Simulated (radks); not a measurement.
The mean radii <r> (bohr) of the occupied orbitals of an atom or ion are listed with their occupations. Calculated with a radial shooting solver on a logarithmic mesh with Libxc functionals: Dirac Kohn-Sham, PBE, spin-unpolarised, spherical densities, point nucleus.

orbital     occ.      <r>
1s1/2          2  0.02409
2s1/2          2   0.1026
2p1/2          2  0.08605
2p3/2          4  0.09236
3s1/2          2   0.2720
3p1/2          2   0.2617
3p3/2          4   0.2740
3d3/2          4   0.2452
3d5/2          6   0.2491
4s1/2          2   0.6225
4p1/2          2   0.6403
4p3/2          4   0.6682
4d3/2          4   0.7217
4d5/2          6   0.7317
5s1/2          2    1.508
5p1/2          2    1.703
5p3/2          4    1.791
6s1/2          1    4.082
4f5/2    1.28571    1.164
4f7/2    1.71429    1.185

Name the element and its charge. Open shells, if any, are shared by 2j + 1.

Answer. Z = 59, praseodymium, charge +1: Pr+ in [Xe] 4f3 6s1. The 1s radius gives Z: for a bare nucleus <r> = (2 gamma + 1)/(2Z) with gamma = sqrt(1 - (Z/c)^2), 0.02377 bohr for Z = 59, and screening makes it slightly larger (0.02409 here). The occupations add up to 58, and the charge is Z minus that.
